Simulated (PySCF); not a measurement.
# Trend along the second period: MSi cations

PBE with double-zeta basis sets in PySCF, for the lowest determinant that a PBE0 search found; no spin–orbit coupling. De refers to high-spin ground-configuration atoms (the charge goes to the atom of lower measured ionisation energy or higher electron affinity, which is not always the lowest computed limit). A positive dipole points towards Si; it is taken about the centre of mass and depends on that origin.

```json
{"M": "Li", "basis": "6-31G(d,p)", "charged atom": "Li+", "state (unpaired electrons)": "triplet (σ ↑, π ↑)", "Re (Å)": "2.823", "ωe (cm⁻¹)": "251", "De (eV)": "0.78", "μ (D)": "-7.58"}
{"M": "Be", "basis": "def2-SVPD", "charged atom": "Si+", "state (unpaired electrons)": "doublet (π ↑)", "Re (Å)": "2.304", "ωe (cm⁻¹)": "459", "De (eV)": "2.34", "μ (D)": "-4.39"}
{"M": "B", "basis": "6-31G(d,p)", "charged atom": "Si+", "state (unpaired electrons)": "triplet (σ ↑, π ↑)", "Re (Å)": "2.143", "ωe (cm⁻¹)": "513", "De (eV)": "3.04", "μ (D)": "-0.63"}
{"M": "C", "basis": "def2-SVP", "charged atom": "Si+", "state (unpaired electrons)": "quartet (σ ↑, π ↑↑)", "Re (Å)": "1.850", "ωe (cm⁻¹)": "787", "De (eV)": "4.04", "μ (D)": "1.18"}
{"M": "N", "basis": "def2-SVP", "charged atom": "Si+", "state (unpaired electrons)": "triplet (π ↑↑)", "Re (Å)": "1.831", "ωe (cm⁻¹)": "736", "De (eV)": "2.94", "μ (D)": "2.48"}
{"M": "F", "basis": "6-31G(d,p)", "charged atom": "Si+", "state (unpaired electrons)": "singlet (closed shell)", "Re (Å)": "1.575", "ωe (cm⁻¹)": "988", "De (eV)": "7.04", "μ (D)": "3.25"}
```

By what factor does the well depth vary along the series?

At PBE it runs from 0.78 eV (LiSi⁺) to 7.04 eV (SiF⁺), a factor of 9.03.

The rows differ in basis set, which adds steps of its own.

The state changes along the series, so neighbouring rows are not always alike in their bonding.

For an ion De counts to the pair picked by the measured ionisation energies or electron affinities, which need not be the lowest pair at this level. States were picked by a PBE0 search and need not be the measured ground states.
